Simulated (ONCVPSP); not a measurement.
# Before and after: ONCV potential for neodymium (Nd)

```json
{
  "Element": "Nd",
  "Generator": "ONCVPSP 4.0.1",
  "Type": "optimised norm-conserving Vanderbilt (ONCV)",
  "Functional": "PBE",
  "Relativity": "scalar-relativistic",
  "Frozen core": "[Kr] 4d10 4f3",
  "Valence charge": "11",
  "Reference configuration": "5s2 5p6 5d1 6s2",
  "Partial waves": "5s+6s: rc 2.25 bohr, ncon 4, nbas 7, qcut 6.8 1/bohr, 2 projectors; 5p: rc 2.35 bohr, ncon 4, nbas 8, qcut 5.2 1/bohr, 1 projector; 5d: rc 3.95 bohr, ncon 5, nbas 10, qcut 4.4 1/bohr, 3 projectors, debl 0.6 Ha",
  "Local potential": "polynomial inside 1.80 bohr (lpopt 5, dvloc0 0 Ha)",
  "Core correction": "none"
}
```

Change: p: nproj 2.

Cutoffs: the cutoffs (Ha) at which the residual kinetic energy of the hardest occupied pseudo-wave falls to 1 and 0.1 mHa per electron; they do not see the model core or the augmentation charge, which bear on the density cutoff. Errors are all-electron minus pseudo energies relative to the spin-unpolarised reference configuration.

Question: What does the change do?

Answer: The potential gets neither clearly harder nor softer (13 Ha and 16 Ha → 13 Ha and 16 Ha); of the 4 tests that both files solve, the error grows in 1 and shrinks in 0 by more than 15 % and 0.3 meV (median size 1.5 → 1.5 meV); the range in which the p phases agree widens (upper end 0.3 → at the end of the scan); neither file shows a bound ghost.

| quantity | base | changed |
| --- | --- | --- |
| cutoff, loose | 13 Ha | 13 Ha |
| cutoff, tight | 16 Ha | 16 Ha |
| bound ghosts | none | none |
| GHOST(+) flags under 300 eV | s at 154.7 eV | s at 154.7 eV |
| error for 5s2 5p6 5d1 6s1, meV [ΔE 6.26 eV] | -0.5 | -0.5 |
| error for 5s2 5p6 5d1 6s0, meV [ΔE 17.70 eV] | +2.5 | +2.4 |
| error for 5s2 5p6 5d0 6s0, meV [ΔE 37.20 eV] | -4.6 | -8.6 |
| error for 5s2 5p6 5d1.5 6s1.5, meV [ΔE 0.53 eV] | +0.3 | +0.3 |
| s: phases at 2.28 bohr within 0.05 rad from the reference energy up to (Ha; the scan ends near 5) | 4.9 | 4.9 |
| p: phases at 2.38 bohr within 0.05 rad from the reference energy up to (Ha; the scan ends near 5) | 0.3 | to the end of the scan |
| d: phases at 4.01 bohr within 0.05 rad from the reference energy up to (Ha; the scan ends near 5) | 3.9 | 3.9 |
